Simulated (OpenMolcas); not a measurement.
Ir3+: effect of the metal basis

Ir3+ with its 6 nearest oxide ions at 2.076 Å, on the Mg site of MgO (a = 4.2112 Å, distance in the model lattice 2.106 Å). The rest of the host is ab initio model potentials to 7.6 Å and point charges beyond; the distance is set by hand and nothing relaxes, and no local charge compensation is placed.

- Program: OpenMolcas 26.06
- Method: CASSCF
- Spin-orbit coupling: RASSI with atomic mean-field integrals over the reference wave functions

Fixed: ligand basis ANO-RCC-VDZP, active space 6 electrons in 5 orbitals (5d), DKH2 Hamiltonian.

States (labels of O, the rotations of Oh). Energies in cm-1 above the lowest state or level, χT in cm3 K/mol; 10Dq and B are least-squares fits to the states below 45000 cm-1, weighted by degeneracy, with a free offset, and given where the rms deviation is under 5 % of |10Dq| (or 100 cm-1) and under 700 cm-1.

```
Run   Metal basis  Ground state  First state of that spin   10Dq  B (rms of fit)  First gap with spin-orbit (degeneracies)  χT at 300 K  First state of another spin                     Cost
  A  ANO-RCC-VDZP           1A1                 1T1 30072  31293       678 (236)                              23219 (1, 2)        0.015                    3T1 24878  roughly 50 core-seconds
  B  ANO-RCC-VTZP           1A1                 1T1 29608  30871       679 (218)                              22666 (1, 2)        0.016                    3T1 24394  roughly 50 core-seconds
```

Against A, |10Dq| changes by -1.3 % in B.

Costs are those of the RASSCF and RASSI steps.

Without dynamic correlation the repulsion within the d shell is too large (B by tens of per cent), so at a given field states of lower spin stand too high. With metal d orbitals alone the field can be off either way by tens of per cent. Ligand-to-metal charge-transfer states are missing. With no ligand orbital active B as a rule stays too high, so bands that hang on it stand too high and its fall with covalency is understated. The least metal-like active orbital is 70 % on the metal (Löwdin) and no ligand orbital is active, so the numbers are rough (holds for A). The least metal-like active orbital is 71 % on the metal (Löwdin) and no ligand orbital is active, so the numbers are rough (holds for B). No measured value stands beside these numbers; the geometry was set by hand and not optimised.
